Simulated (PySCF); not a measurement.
CH7F2NSi2. Atoms are numbered in the order given.

```xyz
13

C      1.9142    -0.8875     0.5878
Si     0.6492     0.3513     0.0379
F      1.3475     1.4172    -0.9759
F      0.1749     1.2130     1.3433
Si    -1.3007    -0.5483    -0.8479
N     -2.0667    -1.2182     0.5649
H      1.4393    -1.6289     1.2502
H      2.7357    -0.3997     1.1362
H      2.3388    -1.4209    -0.2775
H     -2.0718     0.4856    -1.6112
H     -1.0014    -1.6610    -1.7975
H     -2.8812    -1.8172     0.4721
H     -2.1588    -0.6184     1.3799
```
Charge 0, spin multiplicity 1.

Geometry: ωB97X-D3(BJ)/def2-SVP. This is a generated structure with no PubChem entry under its InChIKey; it may be hypothetical. The values are those of a single conformer.

Method: PySCF with PBE/def2-TZVP.

Isolated molecule, no solvent.

Estimate the frontier levels, gap, dipole moment and polarisability. (Estimate from the structure and the level; the computed values follow.)


```yaml
highest_occupied_level: -6.14 eV
lowest_empty_level: -1.26 eV
orbital_gap: 4.88 eV
dipole_moment: 0.507 e·Å
quadrupole, principal values (traceless, Buckingham form, about the centre of nuclear charge): -5.14, -3.01, 8.15 D·Å
mean_static_polarisability: 73.1 bohr³ (10.84 Å³)
polarisability_principal_values: 65.6, 69.8, 83.9 bohr³
```
